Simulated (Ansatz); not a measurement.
Reaction (hydrogenolysis of a B–C bond): `CB(F)CCl` + H₂ → `CBF` + `CCl`

Gas-phase electronic energies from Ansatz, PBE0-D4/def2-TZVP geometries. CBS: MP2 limit from def2 TZ/QZ plus the TZ coupled-cluster correction, frozen cores. This one scheme is used for every species. DFT in def2-TZVPP. B3LYP here is the variant with VWN-RPA as its local correlation; programs differ in this. One conformer a species, not always the lowest.

CCSD(T)/CBS gives -0.16 eV.

**Question.** Another level gave -0.43 eV. Which?
A. HF/def2-TZVPP
B. B3LYP/def2-TZVPP
C. SCS-MP2/def2-TZVPP
D. PBE0-D4/def2-TZVPP

**Answer.** A. HF/def2-TZVPP -0.43, PBE0-D4 -0.15, B3LYP -0.28, SCS-MP2/def2-TZVPP -0.20 eV.

Largest T1 diagnostic among the species: 0.012.

The D4 term adds +0.11 eV with B3LYP and +0.06 eV with PBE0; it sums over pairs of atoms, weighted by their polarisabilities, and B3LYP, whose exchange is more repulsive, gets the larger term. From PBE to PBE0 (25 % exact exchange), in def2-TZVPP and without D4, ΔE moves by −0.04 eV.
